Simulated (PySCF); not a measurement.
## UHF on Mg⁺ (magnesium, charge +1)

Configuration: [Ne] 3s1, 2S determinant. All numbers are calculated (PySCF 2.14, the non-relativistic Hamiltonian (point nucleus), in def2-SVP).

```json
{"Total energy": "-199.292716 hartree", "One-electron energy": "-275.3857 hartree", "Hartree (Coulomb) energy": "91.9242 hartree", "Exchange energy": "-15.8312 hartree", "Kinetic energy": "198.99248 hartree", "⟨S²⟩": "0.7501", "⟨L²⟩": "0.000", "Sum of ⟨r⟩": "8.657 bohr", "Sum of ⟨r²⟩": "14.36 bohr²", "Density at the nucleus (Gaussians lack the cusp)": "987 bohr⁻³", "Spin density at the nucleus": "1.58 bohr⁻³", "Langevin diamagnetic susceptibility": "-11.4 ×10⁻⁶ cm³/mol", "Time after the integrals": "0.05 s of wall time on 1 thread of Intel(R) Xeon(R) Platinum 8488C (shared host)"}
```

```json
{"shell": "1s α", "electrons": "1", "mean orbital energy (hartree)": "-49.37587", "rms radius, mean of both spins (bohr)": "0.152"}
{"shell": "1s β", "electrons": "1", "mean orbital energy (hartree)": "-49.36881", "rms radius, mean of both spins (bohr)": "0.152"}
{"shell": "2s α", "electrons": "1", "mean orbital energy (hartree)": "-4.10909", "rms radius, mean of both spins (bohr)": "0.756"}
{"shell": "2s β", "electrons": "1", "mean orbital energy (hartree)": "-4.09229", "rms radius, mean of both spins (bohr)": "0.756"}
{"shell": "2p α", "electrons": "3", "mean orbital energy (hartree)": "-2.62243", "rms radius, mean of both spins (bohr)": "0.774"}
{"shell": "2p β", "electrons": "3", "mean orbital energy (hartree)": "-2.61640", "rms radius, mean of both spins (bohr)": "0.774"}
{"shell": "3s α", "electrons": "1", "mean orbital energy (hartree)": "-0.53723", "rms radius, mean of both spins (bohr)": "3.09"}
```
